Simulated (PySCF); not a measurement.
Several molecules and their computed UV-vis stick spectra, shuffled. Method: TDDFT wB97X-D/def2-SVPD, vertical, gas phase, core orbitals frozen in the response in PySCF 2.14.0, density-fitted response routines. Geometries: GFN2-xTB; one conformer of each isolated species. Triplets are in the Tamm–Dancoff approximation.

A. `CSSC` (C2H6S2)
B. `CO/C=C1/C[C@]1(F)C#N` (C6H6FNO)
C. `C#CC(=O)CCC=C` (C7H8O)

Lowest singlet levels (six at most, fewer where fewer were computed) with oscillator strengths:

1. 205 nm (f 0.273); 193 nm (f 0.003); 186 nm (f 0.003); 166 nm (f 0.065); 166 nm (f 0.011); 164 nm (f 0.034); T1 4.16 eV
2. 247 nm (f 0.002); 243 nm (f 0.010); 194 nm (f 0.006); 193 nm (f 0.003); 183 nm (f 0.003); 183 nm (f 0.001); T1 4.43 eV
3. 302 nm (f 0.000); 241 nm (f 0.000); 206 nm (f 0.102); 193 nm (f 0.002); 173 nm (f 0.000); 166 nm (f 0.104); T1 3.58 eV

Question: Which spectrum belongs to which structure?

Answer: 1 = B, 2 = A, 3 = C.
- A: S1 at 5.03 eV, HOMO→LUMO (89%); Löwdin shares by element: HOMO sulfur 78%, carbon 16%; LUMO sulfur 87%; HOMO -8.67 and LUMO 1.31 eV; point group C2.
- B: S1 at 6.06 eV, HOMO→LUMO (97%); Löwdin shares by element: HOMO carbon 57% or more, oxygen 26% (atoms not listed hold the other 17%); LUMO carbon 45% or more, nitrogen 13% (atoms not listed hold the other 42%); HOMO -9.29 and LUMO 0.76 eV.
- C: S1 at 4.10 eV, HOMO-1→LUMO (73%), HOMO→LUMO (23%); Löwdin shares by element: HOMO carbon 68% or more, oxygen 10% (atoms not listed hold the other 22%); LUMO carbon 61% or more, oxygen 26%; HOMO -9.41 and LUMO -0.04 eV.
